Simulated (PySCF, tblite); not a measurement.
Isomers of C5H12N2OSi2, one GFN2-xTB conformer each. Single-point energies are computed at PBE0/pcSseg-1 (PySCF, gas phase, no added dispersion term), electronic only.

| SMILES | GFN2-xTB relative energy (kcal/mol) |
| --- | --- |
| CN(C)C(=O)[Si@](C)([SiH3])C#N | 40.9 |
| C=C(CC#N)[Si@@H](O)[SiH2]NC | 10.4 |
| CC(=O)N[SiH2]C[SiH2]CC#N | 0.0 |

Conformers: `[CH3:1][N:2]([CH3:3])[C:4](=[O:5])[Si@:6]([CH3:7])([SiH3:8])[C:9]#[N:10]` with C1–N2–C4–O5 180°, N2–C4–Si6–C7 -66°; `[CH2:1]=[C:2]([CH2:3][C:4]#[N:5])[Si@@H:6]([OH:7])[SiH2:8][NH:9][CH3:10]` with C1–C2–C3–C4 118°, C1–C2–Si6–O7 155°, C2–Si6–O7–H 165°, C2–Si6–Si8–N9 -86°, Si6–Si8–N9–C10 -175°; `[CH3:1][C:2](=[O:3])[NH:4][SiH2:5][CH2:6][SiH2:7][CH2:8][C:9]#[N:10]` with C1–C2–N4–Si5 176°, C2–N4–Si5–C6 61°, N4–Si5–C6–Si7 50°, Si5–C6–Si7–C8 -68°, C6–Si7–C8–C9 89°.

Question: What does PBE0/pcSseg-1 give for the same structures?

Answer: 
```
                       SMILES  PBE0/pcSseg-1 E (Eh)  PBE0/pcSseg-1 (kcal/mol)  GFN2-xTB (kcal/mol)  point group
     CC(=O)N[SiH2]C[SiH2]CC#N            -960.77010                       0.0                  0.0           C1
  C=C(CC#N)[Si@@H](O)[SiH2]NC            -960.72825                      26.3                 10.4           C1
CN(C)C(=O)[Si@](C)([SiH3])C#N            -960.72479                      28.4                 40.9           C1
```

Both levels put the same isomer lowest; measured from each level's own lowest isomer, the values differ by up to 15.9 kcal/mol (C=C(CC#N)[Si@@H](O)[SiH2]NC: 10.4 against 26.3). As drawn, the lowest has an N–H bond, which the highest lacks; the highest has an Si–Si bond, which the lowest lacks. Neighbours under 2.5 kcal/mol apart (C=C(CC#N)[Si@@H](O)[SiH2]NC and CN(C)C(=O)[Si@](C)([SiH3])C#N) can change places with a better method, another conformer or zero-point energy.

Question: Which frontier levels, dipoles and rotational constants go with these structures?

Answer: 
```
                       SMILES  HOMO (eV, PBE0/pcSseg-1)  LUMO (eV)  dipole (D)       A, B, C (MHz)
     CC(=O)N[SiH2]C[SiH2]CC#N                     -7.63       0.09        1.50  1123, 900.8, 636.9
  C=C(CC#N)[Si@@H](O)[SiH2]NC                     -6.52      -0.81        2.04  1285, 699.1, 584.7
CN(C)C(=O)[Si@](C)([SiH3])C#N                     -7.27      -0.98        3.64  1116, 757.3, 573.4
```

Question: What happens when harmonic zero-point energies from GFN2-xTB frequencies are added?

Answer: 
```json
{"SMILES": "CC(=O)N[SiH2]C[SiH2]CC#N", "ZPE (kcal/mol)": "99.3", "electronic (kcal/mol)": "0.0", "with ZPE (kcal/mol)": "0.0"}
{"SMILES": "C=C(CC#N)[Si@@H](O)[SiH2]NC", "ZPE (kcal/mol)": "100.5", "electronic (kcal/mol)": "26.3", "with ZPE (kcal/mol)": "27.4"}
{"SMILES": "CN(C)C(=O)[Si@](C)([SiH3])C#N", "ZPE (kcal/mol)": "100.0", "electronic (kcal/mol)": "28.4", "with ZPE (kcal/mol)": "29.1"}
```

The zero-point energies span 1.2 kcal/mol. The order is unchanged.
